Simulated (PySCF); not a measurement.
**Correlation energy of Sb (antimony, neutral)**

[Kr] 4d10 5s2 5p2 6s1, high-spin 4P determinant (an excited configuration). Computed with PySCF 2.14 in dyall-av2z, with no relativity, point nucleus. Frozen: [Kr] 4d10; 5 electrons correlated; the 62 highest virtual orbitals of each spin left out.

```csv
level,correlation energy (mhartree)
CCSD,-65.92
(T),-1.51
CCSD(T),-67.43
```

Diagnostics: T1 = 0.012, D1 = 0.0355, largest double amplitude 0.097.

A non-relativistic calculation at this Z misses sizeable relativistic shifts. The outer electron is Rydberg-like, and this basis confines it to a smaller radius and binds it less than a complete one would.

Cost of the coupled-cluster step: of the order of 7 core-seconds, for 5 correlated electrons.
